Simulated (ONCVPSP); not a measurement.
**Ce (Z = 58): excitation energies, all-electron against ONCV**

ONCVPSP 4.0.1 input, shortened (lines: element, Z, core and valence counts, functional; n l f; lmax; l rc ep ncon nbas qcut; lloc lpopt rc5 dvloc0; l nproj debl; icmod fcfact rcfact), LDA (Perdew-Wang 92), scalar-relativistic:

```
  Ce 58.00   10    4  -001012      upf
    1    0    2.00
    2    0    2.00
    2    1    6.00
    3    0    2.00
    3    1    6.00
    3    2   10.00
    4    0    2.00
    4    1    6.00
    4    2   10.00
    4    3    1.00
    5    0    2.00
    5    1    6.00
    5    2    1.00
    6    0    2.00
    2
    0    2.60    0.00    5    9    3.70
    1    1.80    0.00    4    7    3.90
    2    1.80    0.00    3    7    4.50
    2    5    1.80    0.00
    0    2    2.50
    1    3    3.00
    2    0    2.00
    3    5.00    1.60
```

Energies are relative to the spin-unpolarised reference configuration 5s2 5p6 5d1 6s2; without spin polarisation the order of configurations can differ from experiment.

```tsv
valence configuration	charge	ΔE all-electron (eV)	error AE − PS (meV)
5s2 5p6 5d1 6s0	+2	17.606	-11
5s2 5p5 5d1 6s2	+1	27.977	-71
```

Question: What are ΔE and the potential's error for 5s2 5p6 5d0 6s0?

Answer: ΔE = 36.940 eV all-electron; the error (AE − PS) is -45 meV.

Question: What are ΔE and the potential's error for 5s2 5p6 5d1 6s1?

Answer: ΔE = 6.265 eV all-electron; the error (AE − PS) is -2.3 meV.

Levels in the configuration 5s2 5p6 5d1 6s1:

| level | all-electron (eV) | pseudo (eV) |
| --- | --- | --- |
| 5s | -46.707 | -46.748 |
| 5p | -29.255 | -29.268 |
| 5d | -8.749 | -8.749 |
| 6s | -8.747 | -8.751 |
